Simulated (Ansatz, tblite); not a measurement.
Removing and adding an electron: Ge₃Cl (the lowest doublet isomer of a short search). Total charge 0; doublet. Geometry: r2SCAN-D4/def2-SVP. Ansatz, gas phase; energy differences of separate SCF runs; the oxidised species is a singlet (the triplet lies 0.31 eV higher at PBE0-D4/def2-TZVP); the reduced species is a singlet (the triplet lies 0.82 eV higher at PBE0-D4/def2-TZVPD).

Cartesian coordinates in Å:
```
Ge -0.6515 0.9830 0.6461
Ge -0.5250 -1.2775 1.4621
Ge 0.4651 -1.0374 -0.7181
Cl 0.7114 1.3319 -1.3902
```

The xTB rows come from tblite. The structure comes from a short search, and lower isomers may exist.

```csv
level,−HOMO (eV),vertical IE (eV),−LUMO (eV),vertical EA (eV),HOMO–LUMO gap (eV),IE − EA (eV),remarks
GFN1-xTB,–,11.21,–,–,–,–,–
GFN2-xTB,–,11.18,–,4.60,–,6.59,–
PBE-D4/def2-TZVP,4.95,7.56,4.27,–,0.67,–,"restricted singlet, untested (+1 singlet)"
PBE-D4/def2-TZVPD,4.99,–,4.32,1.93,0.67,–,HOMO above zero (-1 singlet)
r2SCAN-D4/def2-TZVP,5.31,7.81,4.17,–,1.14,–,"restricted singlet, untested (+1 singlet)"
r2SCAN-D4/def2-TZVPD,5.32,–,4.18,1.96,1.14,–,HOMO above zero (-1 singlet)
PBE0-D4/def2-TZVP,5.90,7.74,3.61,–,2.29,–,"restricted singlet, untested (+1 singlet)"
PBE0-D4/def2-TZVPD,5.93,–,3.64,2.00,2.29,–,–
```

Relaxing the oxidised species (r2SCAN-D4/def2-SVP) changes its energy by -0.18 eV at PBE-D4/def2-TZVP, so the adiabatic ionisation energy to this nearest minimum is 7.37 eV. At PBE0-D4/def2-TZVP it is 7.50 eV.     A HOMO above zero means that the electron is unbound at that level or that self-interaction error raises the level; the energy of removing that electron tells which. HOMO and LUMO are the levels of the spin that leaves or enters (xTB has no such levels and no spin-polarisation term). Other spin states of the ions may lie lower, which would lower the ionisation energy or raise the affinity. Raw xTB energy differences between charge states are shifted by several eV; the methods need an empirical correction for them.
